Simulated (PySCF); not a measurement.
**Dipole moment and polarisability of `Cc1cccc(C(=O)F)c1`**

C8H7FO.
Geometry (PBE0-D3(BJ)/def2-SVP, Å), atoms numbered from 1 in this order:
```xyz
17
C8H7FO angstrom
C     -2.4361   -0.7674    0.1582
C     -1.0860   -0.1274    0.0179
C     -0.9667    1.2294   -0.3204
C      0.2783    1.8377   -0.4566
C      1.4429    1.1016   -0.2577
C      1.3416   -0.2505    0.0810
C      2.5358   -1.0885    0.3081
O      2.5650   -2.2349    0.6136
F      3.6782   -0.4060    0.1300
C      0.0857   -0.8550    0.2169
H     -3.0073   -0.6975   -0.7809
H     -2.3517   -1.8298    0.4243
H     -3.0325   -0.2688    0.9384
H     -1.8733    1.8201   -0.4803
H      0.3411    2.8958   -0.7203
H      2.4251    1.5640   -0.3615
H      0.0473   -1.9141    0.4828
```

Level: CAM-B3LYP/def2-SVPD (PySCF), static field, nuclei fixed, core orbitals frozen in the response. The polarisability tensor in these axes (au):

```
x   121.89  -5.07   2.11
y    -5.07 106.56 -12.49
z     2.11 -12.49  60.73
```

Q: Give the principal values, the mean and the anisotropy Δα = √{½[(α1 − α2)² + (α2 − α3)² + (α1 − α3)²]}.

A: Principal values 57.53, 107.67 and 123.98 au; mean 96.39 au = 14.28 Å³ = 15.89 × 10⁻⁴⁰ C²·m²/J; Δα = 59.98 au (62 % of the mean).

Q: What is the dipole moment, and where does it point?

A: (-3.37, 2.51, -0.69) D, 4.26 D in size, pointing from the negative to the positive side. Measured along this direction, the outermost atoms are O8 at the negative end and H14 at the positive end.

Q: Refractivity n − 1 of an ideal gas of it at 350 K and 1 atm, from the electronic α?

A: N = p/kT = 2.0968 × 10¹⁹ cm⁻³, so n − 1 = 2π × N × 14.28 × 10⁻²⁴ cm³ = 1882 × 10⁻⁶ at long wavelengths.

Q: Molar refractivity from α?

A: Lorentz–Lorenz: R = (4π/3)N_A α = 2.5225 cm³/(mol·Å³) × 14.28 Å³ = 36.0 cm³/mol, in the limit of long wavelengths.

Q: What are the principal values of the traceless quadrupole moment, Θ = ½Σq(3rr − r²1), about the centre of nuclear charge?

A: -6.95, -0.88, 7.83 D·Å. The values depend on the origin, since the dipole doesn't vanish. The electronic extent ⟨r²⟩ about the same centre is 1562 bohr², a root-mean-square distance of 2.46 Å for the 72 electrons.

The structure is a single PBE0-D3(BJ)/def2-SVP conformer in the gas phase; no vibrational or solvent corrections.
